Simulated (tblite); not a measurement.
Compound: C₅H₇FO₂.
SMILES with atom numbers: `[CH3:1][O:2][C@@H:3]1[CH2:4][C@H:5]1[C:6](=[O:7])[F:8]` (hydrogens: H9, H10, H11 on C1; H12 on C3; H13, H14 on C4; H15 on C5)

The geometry is computed with GFN2-xTB (gas phase).

What internal coordinates does the optimisation give?

| bond | length (Å) |
| --- | --- |
| C1–O2 | 1.413 |
| O2–C3 | 1.374 |
| C3–C4 | 1.477 |
| C4–C5 | 1.517 |
| C5–C6 | 1.454 |
| C6=O7 | 1.185 |
| C6–F8 | 1.372 |
| C3–C5 | 1.542 |
| C1–H9, C1–H10, C1–H11 | 1.093 |
| C3–H12 | 1.089 |
| C4–H13 | 1.079 |
| C4–H14 | 1.078 |
| C5–H15 | 1.081 |

Bonds in one row agree within 0.01 Å and their mean is given. A selection of angles:
| angle | degrees |
| --- | --- |
| O2–C1–H9 | 111.3 |
| O2–C1–H11 | 106.3 |
| H9–C1–H10 | 109.0 |
| C1–O2–C3 | 113.8 |
| O2–C3–C4 | 118.9 |
| O2–C3–C5 | 118.4 |
| O2–C3–H12 | 115.1 |
| C4–C3–C5 | 60.3 |
| C4–C3–H12 | 118.2 |
| C5–C3–H12 | 114.9 |
| C3–C4–C5 | 62.0 |
| C3–C4–H13 | 118.0 |
| C3–C4–H14 | 117.6 |
| C5–C4–H13 | 117.0 |
| C5–C4–H14 | 116.2 |
| H13–C4–H14 | 115.5 |
| C4–C5–C6 | 118.8 |
| C4–C5–H15 | 118.0 |
| C6–C5–H15 | 115.9 |
| C3–C5–C4 | 57.7 |
| C3–C5–C6 | 116.6 |
| C3–C5–H15 | 117.3 |
| C5–C6–O7 | 129.9 |
| C5–C6–F8 | 111.0 |
| O7–C6–F8 | 119.1 |

Dihedral angles: C1–O2–C3–C4 160° (antiperiplanar); O2–C3–C4–C5 -108° (anticlinal); C3–C4–C5–C6 -105° (anticlinal); C4–C5–C6–O7 28° (synperiplanar); O2–C3–C5–C4 109° (anticlinal).

The 3-membered ring C3–C4–C5 has internal angles of 57.7° to 62.0°. The C–O distances run from 1.185 Å (C6=O7, drawn double) to 1.413 Å (C1–O2, drawn single), a spread of 0.228 Å. The C–C distances run from 1.454 Å (C5–C6, drawn single) to 1.542 Å (C3–C5, drawn single), a spread of 0.088 Å. Of the pairs four or more bonds apart, H10···H12 is among the closest relative to their van der Waals radii: 2.42 Å, 101 % of the sum of Bondi's values.

Point group: C1 (no symmetry element, even within 0.4 Å). Its GFN2-xTB frequencies are all real (lowest 57 cm⁻¹). One conformer, not necessarily the lowest. 3 starts were optimised and ended at 0.00, 0.33 and 1.44 kcal/mol (GFN2-xTB); the lowest of these is shown.
